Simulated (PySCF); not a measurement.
GeHBr, SMILES [GeH][Br] (connectivity only; charge and spin as stated), neutral, multiplicity 1.

Geometry: PBE0-D3(BJ)/def2-TZVP.

All values below come from PBE0-D3(BJ)/def2-TZVP run with PySCF.

Frequencies are harmonic and unscaled.

Question: List the normal modes with their intensities. (Estimate from the structure and the level; the computed values follow.)

Answer: 
```
mode  ν (cm⁻¹)  IR (km/mol)  Raman (Å⁴/amu)  depolarisation  moving atoms (share of kinetic energy)
----  --------  -----------  --------------  --------------  --------------------------------------
1          293         37.9            11.0            0.30                        Ge 52 %, Br 48 %
2          701         22.1            13.5            0.58                                  H 98 %
3         1911        313.2           209.4            0.35                                  H 99 %
```
